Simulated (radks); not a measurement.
The numbers below are computed, except where a source is named.
Coulomb parameter of the 3d shell of the vanadium ion V+ in the model configuration [Ar] 3d3 4s1, as a second difference U = [E(n + 0.5) + E(n - 0.5) - 2 E(n)] / (0.5)^2 with all orbitals relaxed. "Bare": the charge of the atom changes with n. "Screened": the 4s shell takes up the change at fixed total charge, which measures U(3d,3d) + U(4s,4s) - 2 U(3d,4s). Code: a radial shooting solver on a logarithmic mesh with Libxc functionals. Model: Dirac Kohn-Sham, PBE, spin-unpolarised, spherical densities, finite nucleus; open shells are shared between the two j in proportion to 2j + 1; Fermi nuclear charge, rms radius 3.6002 fm.

| case | configuration | E - E(n) (eV) |
|---|---|---|
| start | [Ar] 3d3 4s1 | 0.000 |
| bare +0.5 | [Ar] 3d3.5 4s1 | -4.855 |
| bare -0.5 | [Ar] 3d2.5 4s1 | 7.936 |
| screened +0.5 | [Ar] 3d3.5 4s0.5 | -0.549 |
| screened -0.5 | [Ar] 3d2.5 4s1.5 | 1.224 |

U(bare) = 12.326 eV, U(screened by 4s) = 2.700 eV.
